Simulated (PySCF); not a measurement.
Order these species by their calculated properties.

Species are written as SMILES; each is one conformer at its optimised geometry, gas phase, non-relativistic unless stated. Electronic properties by PySCF.

The conformers computed, where there is a choice (atom-mapped SMILES and torsion angles):
- `[CH3:1][CH:2]([CH3:3])[SiH2:4][C:5](=[O:6])[CH:7]=[O:8]`: C1–C2–Si4–C5 -58°, C2–Si4–C5–O6 106°, Si4–C5–C7–O8 69°
- `[CH3:1][O:2][CH2:3][c:4]1[cH:5][cH:6][o:7][cH:8]1`: C1–O2–C3–C4 -65°, O2–C3–C4–C5 -56°
- `[CH3:1][O:2][C:3]1=[CH:4][C:5](=[O:6])[CH2:7][CH2:8]1`: C1–O2–C3–C4 0°
- `[CH3:1][O:2][C:3]([F:4])([F:5])[C@H:6]([F:7])[Cl:8]`: C1–O2–C3–F4 -55°, O2–C3–C6–F7 -179°
- `[CH2:1]=[CH:2][CH2:3][CH2:4][C:5](=[O:6])[O:7][SiH3:8]`: C1–C2–C3–C4 117°, C2–C3–C4–C5 -61°, C3–C4–C5–O6 -86°, C4–C5–O7–Si8 -173°
- `[CH3:1][CH2:2][O:3][c:4]1[cH:5][cH:6][cH:7][o:8]1`: C1–C2–O3–C4 73°, C2–O3–C4–C5 -169°
- `[CH2:1]=[CH:2]/[CH:3]=[CH:4]/[O:5][C:6]([CH3:7])=[O:8]`: C1–C2–C3–C4 180°, C3–C4–O5–C6 180°, C4–O5–C6–C7 180°

The conformers of `C1CC1[C@H]1CO[SiH2]O1` aren't listed.

(1) Rank by electronic spatial extent ⟨r²⟩ about the centre of nuclear charge, lowest first (CAM-B3LYP/def2-SVPD at GFN2-xTB geometries).
A. `COC1=CC(=O)CC1` (C6H8O2)
B. `C=S` (CH2S)
C. `C(F)(F)(OC)[C@@H](Cl)F` (C3H4ClF3O)
D. `COCC1=COC=C1` (C6H8O2)
E. `O=C([SiH2]C(C)C)C=O` (C5H10O2Si)

(2) Give the two extremes of that set in Å².

(3) Rank by HOMO energy, highest first (CAM-B3LYP/def2-SVPD at GFN2-xTB geometries).
A. `C=CCCC(=O)O[SiH3]`
B. `O(C)C([C@@H](Cl)F)(F)F`
C. `COCc1ccoc1`
D. `C1CC1[C@H]1CO[SiH2]O1`
E. `CCOc1ccco1`
F. `COC1=CC(=O)CC1`
G. `C=C/C=C/OC(C)=O`

(4) Rank by dipole moment, lowest first (CAM-B3LYP/def2-SVPD at GFN2-xTB geometries).
A. `c1(COC)cocc1` (C6H8O2)
B. `COC1=CC(=O)CC1` (C6H8O2)
C. `COC(F)(F)[C@H](F)Cl` (C3H4ClF3O)
D. `C([SiH2]C(=O)C=O)(C)C` (C5H10O2Si)
E. `CCOc1ccco1` (C6H8O2)
F. `O([SiH3])C(=O)CCC=C` (C5H10O2Si)
G. `S=C` (CH2S)

(5) By how much do the two ends of that ranking differ?

(6) Rank by lowest singlet excitation, lowest first (TDDFT CAM-B3LYP/def2-SVPD at GFN2-xTB geometries).
A. `COC1=CC(=O)CC1` (C6H8O2)
B. `CCOc1ccco1` (C6H8O2)
C. `C=S` (CH2S)
D. `O(C(C)=O)/C=C/C=C` (C6H8O2)
E. `COCc1cocc1` (C6H8O2)
F. `C1CC1[C@H]1CO[SiH2]O1` (C5H10O2Si)
G. `COC(F)(F)[C@H](F)Cl` (C3H4ClF3O)
H. `CC(C)[SiH2]C(=O)C=O` (C5H10O2Si)

(7) Rank by lowest triplet excitation (Tamm–Dancoff), lowest first (TDA CAM-B3LYP/def2-SVPD at GFN2-xTB geometries).
A. `O(C1=CC(CC1)=O)C` (C6H8O2)
B. `CC(C)[SiH2]C(=O)C=O` (C5H10O2Si)
C. `C=S` (CH2S)
D. `C=C/C=C/OC(C)=O` (C6H8O2)
E. `C=CCCC(=O)O[SiH3]` (C5H10O2Si)
F. `COC(F)(F)[C@H](F)Cl` (C3H4ClF3O)
G. `COCC1=COC=C1` (C6H8O2)

(8) By how much do the two ends of that ranking differ?

(9) Rank by HOMO–LUMO gap, highest first (CAM-B3LYP/def2-SVPD at GFN2-xTB geometries).
A. `C=CCCC(=O)O[SiH3]`
B. `CCOc1ccco1`
C. `CC(C)[SiH2]C(=O)C=O`
D. `C1CC1[C@H]1CO[SiH2]O1`

(10) Give the two extremes of that set in kcal/mol.

Answers

(1) B (109 bohr²), D (1010 bohr²), A (1051 bohr²), C (1084 bohr²), E (1340 bohr²).

(2) `C=S` (methanethial): 31 Å²; `CC(C)[SiH2]C(=O)C=O`: 375 Å².

(3) E (-7.11 eV), G (-7.83 eV), C (-8.07 eV), F (-8.42 eV), A (-9.01 eV), D (-9.33 eV), B (-10.64 eV).

(4) A (0.72 D), E (1.12 D), G (1.82 D), F (1.99 D), D (2.36 D), C (2.86 D), B (4.48 D).

(5) By 3.76 D, between `COC1=CC(=O)CC1` and `COCc1ccoc1`.

(6) C (2.21 eV), H (2.81 eV), A (4.36 eV), D (5.50 eV), B (5.75 eV), E (6.27 eV), F (7.18 eV), G (7.55 eV).

(7) C (1.67 eV), B (2.20 eV), D (3.13 eV), A (3.91 eV), G (4.08 eV), E (4.49 eV), F (6.79 eV).

(8) By 5.12 eV, between `COC(F)(F)[C@H](F)Cl` and `C=S` (methanethial).

(9) D (10.60 eV), A (9.97 eV), B (8.46 eV), C (7.22 eV).

(10) `CC(C)[SiH2]C(=O)C=O`: 166 kcal/mol; `C1CC1[C@H]1CO[SiH2]O1`: 244 kcal/mol.
